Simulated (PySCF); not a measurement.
**One change to the structure, seen by NMR**

Starting compound: `C=C1C=CO[SiH2]1`, C4H6OSi.

¹H NMR (500 MHz, computed): δ 6.81 (d, 1H), 6.21 (br s, 1H), 6.12 (d, 1H), 5.56 (br s, 1H), 5.30 (s, 2H). ¹³C{¹H} NMR (computed): δ 162.6 (CH), 151.7 (C), 126.2 (CH2), 120.2 (CH).

- J couplings at B3LYP/pcJ-1 (spin–dipole term left out of most H,H and C,H couplings)
- shieldings: GIAO PBE0/pcSseg-1
- GFN2-xTB structure
- program: PySCF 2.14
- non-relativistic, a single conformation, fast rotation and ring inversion assumed for equivalent nuclei, no solvent model

Scale: TMS for ¹H (31.72 ppm) and ¹³C (186.93 ppm) (reference shieldings calculated alike). Multiplet labels drop J under 1 Hz and among equivalent protons, and merge close values. Unscaled 3J(H,H) run several per cent high. Where no couplings were computed, multiplicities follow the n + 1 count of equivalent neighbours, and m marks all less simple cases (inequivalent or close neighbours, rings, F or P nearby). Shifts are as computed. Against solution values, carbons near 30 ppm lie about +3 ppm off and those near 130 ppm about +5 ppm. Of 1211 compounds with measured shifts, 218 miss one by over three times the rms of a fit or turn the order of signals round; such compounds aren't used in these exercises.

Problem. What are the spectra after this edit: H on Si replaced by N(SiH3)2, giving `C=C1C=CO[Si@@H]1N([SiH3])[SiH3]`?

Solution. ¹H NMR (500 MHz, computed): δ 6.82 (d, 1H), 6.10 (d, 1H), 6.10 (br s, 1H), 5.59 (br s, 1H), 5.55 (s, 1H), 4.81 (s, 6H). ¹³C{¹H} NMR (computed): δ 159.4 (CH), 152.7 (C), 126.4 (CH2), 121.5 (CH).

Problem. What are the spectra after this edit: SiH2 inserted into a Si-C bond, giving `C=C1C=CO[SiH2][SiH2]1`?

Solution. ¹H NMR (500 MHz, computed): δ 6.36 (d, 1H), 6.08 (br s, 1H), 5.57 (m, 2H), 5.41 (br s, 1H), 5.37 (d, 1H), 4.28 (m, 2H). ¹³C{¹H} NMR (computed): δ 149.2 (CH), 134.9 (C), 134.6 (CH2), 117.4 (CH).

Problem. What are the spectra after this edit: Si replaced by C, giving `C=C1C=COC1`?

Solution. ¹H NMR (500 MHz, computed): δ 6.83 (dt, J = 3.3, 1.6 Hz, 1H), 5.73 (dd, J = 3.3, 1.1 Hz, 1H), 5.10 (m, 1H), 5.05 (m, 2H), 4.83 (m, 1H). ¹³C{¹H} NMR (computed): δ 165.3 (CH), 157.4 (C), 112.4 (CH), 98.6 (CH2), 77.0 (CH2).
